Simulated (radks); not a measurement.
Question: Ca6+, configuration [Ne] 3p2 3d2 (not the ground configuration). Calculated with a radial shooting solver on a logarithmic mesh with Libxc functionals: scalar-relativistic Kohn-Sham, exchange-only LDA, spin-polarised, spherical densities, finite nucleus; open shells are filled with parallel spins first; Fermi nuclear charge, rms radius 3.4776 fm. Some entries of the table are withheld. Estimate them.

| orbital | occ. | eigenvalue (hartree) | <r> (bohr) | <r^2> (bohr^2) |
|---|---|---|---|---|
| 1s up | 1 | -149.0017 | 0.07699 | 0.007970 |
| 1s down | 1 | -148.9705 | 0.07698 | 0.007968 |
| 2s up | 1 | -19.11571 | 0.3640 | 0.1568 |
| 2s down | 1 | -19.02935 | 0.3623 | 0.1552 |
| 2p up | 3 | -16.27063 | 0.3260 | 0.1315 |
| 2p down | 3 | -16.18721 | 0.3243 | 0.1298 |
| 3s up | 0 | -5.11781 | 1.042 | 1.238 |
| 3s down | 0 | -4.61466 | 1.046 | 1.253 |
| 3p up | 2 | -4.35854 | 1.077 | 1.337 |
| 3p down | 0 | -3.86489 | 1.087 | 1.372 |
| 3d up | 2 | (1) | 1.108 | 1.440 |
| 3d down | 0 | (2) | 1.128 | 1.518 |
| 4p up | 0 | -1.89353 | 2.332 | (3) |
| 4p down | 0 | -1.71614 | 2.508 | (4) |
| 4d up | 0 | -1.52103 | 2.546 | 7.447 |
| 4d down | 0 | -1.38030 | 2.782 | 8.855 |
| 4f up | 0 | -1.33223 | 2.405 | 6.520 |
| 4f down | 0 | -1.15028 | 2.862 | 9.182 |

Answer: 
(1) 3d up eigenvalue (hartree): -3.22311
(2) 3d down eigenvalue (hartree): -2.76363
(3) 4p up <r^2> (bohr^2): 6.152
(4) 4p down <r^2> (bohr^2): 7.094
